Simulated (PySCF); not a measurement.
AuClH3N, SMILES [Au]([Cl])<-[NH3], multiplicity 1.

Coordinates come from a B3LYP-D3(BJ)/def2-TZVP optimisation. The multiplicity is an assumed one; other spin states were not compared. The def2 effective core potentials stand for the cores of Au; spin–orbit coupling is left out.

Calculation: CAM-B3LYP/def2-TZVPD (PySCF).

The molecule is in vacuum.

The total energy is -652.55644 hartree, the point group is C3v and the highest occupied level is -8.33 eV. The lowest empty level is -0.53 eV and the orbital gap is 7.81 eV. The dipole moment is 1.874 e·Å, the quadrupole, principal values (traceless, Buckingham form, about the centre of nuclear charge) comes out as -3.44, -3.44, 6.87 D·Å and the mean static polarisability comes out as 58.7 bohr³ (8.70 Å³). The polarisability, principal values comes out as 48.2, 48.2, 79.8 bohr³.
